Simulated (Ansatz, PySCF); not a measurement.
Process, species as SMILES: BN (BNH4) → B[NH] + H atom (the H-N bond at the site shown breaks; other sites are not compared here)
Structures are relaxed separately at B3LYP-D3(BJ)/def2-TZVP in Ansatz (a program for electronic structure), one conformer each, not searched for the lowest.
Geometry of the first species:
```xyz
6

B     -0.7766     0.0323    -0.0041
N      0.6098    -0.0254     0.0032
H     -1.3984    -0.9854    -0.0254
H     -1.3119     1.0982     0.0110
H      1.1972     0.7922     0.0209
H      1.1274    -0.8889    -0.0085
```

Wanted: bond dissociation energy (0 K, with B3LYP-D3(BJ) harmonic zero-point energies from PySCF), in eV. Cores are frozen in the correlated levels unless marked. Open shells are spin-unrestricted. No spin-orbit coupling. Non-relativistic unless marked X2C. CBS(X,Y): correlation extrapolated as X^-3; Hartree-Fock from the larger set.

| level | program | bond dissociation energy (eV) |
|---|---|---|
| BP86/def2-TZVPD | PySCF | 4.59 |
| M06-L/def2-TZVPD | PySCF | 4.44 |
| TPSSh-D3(BJ)/def2-TZVPD | PySCF + dftd3 | 4.61 |
| TPSSh/def2-TZVPD | PySCF | 4.60 |
| r2SCANh-D4/def2-TZVPD | Ansatz + dftd4 | 4.52 |
| CAM-B3LYP-D4/def2-TZVPD | Ansatz + dftd4 | 4.69 |
| B2PLYP-D3(BJ)/def2-TZVPD | Ansatz + dftd3 | 4.70 |

Q: Predict the CCSD(T)/CBS(def2-TZVPPD,def2-QZVPPD) result (Ansatz).

A: 4.85 eV
